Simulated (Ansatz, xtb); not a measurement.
Pulling on the Si1–S2 bond in SiS (multiplicity 1 held). Energies count from the point at 1.938 Å.


Restricted levels (R-, RO-) in cc, def2 and unpolarised 6-31G sets keep to the state of the molecule at rest. U- levels take the lowest unrestricted solution at each point, which mixes spins at long bonds. Levels need not reach the same state.

Correlated levels freeze the cores.

Programs: Ansatz (Gaussian basis) for Hartree–Fock, density functionals and correlated methods; xtb for the GFN methods.  The GFN methods have no spin term and hold the electronic entropy of 300 K.

Q: One of these levels gives 2.168 eV for the energy at R = 7.752 Å. Which?
(A) R-HF/6-31G
(B) GFN2-xTB
(C) U-MP2/6-31G
(D) U-HF/6-31G

A: D, U-HF/6-31G. The others give 5.253 (GFN2-xTB), 5.951 (R-HF/6-31G), 4.178 (U-MP2/6-31G)

Doubts at one or more of the structures used: a restricted determinant that unrestricted orbitals would lower (R-HF/6-31G); a spin-contaminated determinant (U-HF/6-31G, U-MP2/6-31G).

Ansatz is an electronic-structure program.
